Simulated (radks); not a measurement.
Tl LVIII, 24 electrons, occupied as [Ar] 3d6.

All-electron calculation, non-relativistic Kohn-Sham, TPSS, spin-polarised, spherical densities, point nucleus; open shells are filled with parallel spins first (spin-orbit coupling, left out, can overturn this in heavy ions); meta-GGA in the generalised Kohn-Sham scheme; relativity is left out, which matters for an element this heavy. Program: a radial shooting solver on a logarithmic mesh with Libxc functionals.

Energy parts (hartree):
| part | energy |
|---|---|
| total | -16011.4329 |
| kinetic | 16010.1503 |
| electron-nucleus | -34102.0940 |
| Hartree | 2299.0289 |
| exchange-correlation | -218.5181 |

Orbitals (lengths in bohr, moments of r in powers of bohr; r(max) is where P^2 peaks; r(90%) holds 90 % of the orbital's charge):
orbital  occ.  eigenvalue (hartree)  r(90%)      <r>   r(max)
1s up       1             -2967.227  0.0332  0.01868  0.01240
1s down     1             -2967.227  0.0332  0.01868  0.01240
2s up       1             -608.3942   0.120  0.07821  0.06718
2s down     1             -607.5754   0.120  0.07815  0.06714
2p up       3             -591.2749   0.106  0.06608  0.05211
2p down     3             -590.6765   0.106  0.06601  0.05206
3s up       1             -232.5751   0.274   0.1891   0.1788
3s down     1             -231.8090   0.274   0.1895   0.1789
3p up       3             -225.1956   0.265   0.1791   0.1675
3p down     3             -224.3272   0.265   0.1795   0.1677
3d up       5             -212.4966   0.236   0.1549   0.1303
3d down     1             -211.3332   0.237   0.1553   0.1306
4s up       0             -121.3236   0.500   0.3564   0.3585
4s down     0             -121.0609   0.501   0.3570   0.3591
4p up       0             -118.0398   0.496   0.3496   0.3514
4p down     0             -117.7501   0.497   0.3503   0.3521

The highest occupied level is 3d down at -5750.7 eV. For comparison, the ionisation energy in NIST's Atomic Spectra Database is 5824 eV (theoretical). In exact Kohn-Sham theory the highest level is minus the ionisation energy, but local and semilocal functionals leave it too shallow, through self-interaction and a potential that decays too fast; potentials with the right tail come closer. Virial ratio -V/T = 2.00008. The density falls to 0.001 e/bohr^3 at r = 0.58 bohr. The spin density at the nucleus is -15.41 e/bohr^3 (1s -0.53, 2s -46.88, 3s 32.00). Spin moment in Bohr magnetons: 4. The electron density at the nucleus is 3.807e+05 e/bohr^3.
